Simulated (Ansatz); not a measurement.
Task: Name a neutral molecule of Br, C, Cl, F, Si and H with HOMO energy (B3LYP/def2-TZVPP) between -8.05 and -7.75 eV and LUMO energy (ωB97M-V/def2-TZVPP) between 0.90 and 1.20 eV (Ansatz, PBE0-D4/def2-TZVP geometry).

Result: `F[SiH2]C(Cl)Br` (-8.03 eV, 1.02 eV). Other molecules can fit too; these were computed, each in one conformer that needn't be the lowest.

B3LYP here is the variant with VWN-RPA as its local correlation; programs differ in this.
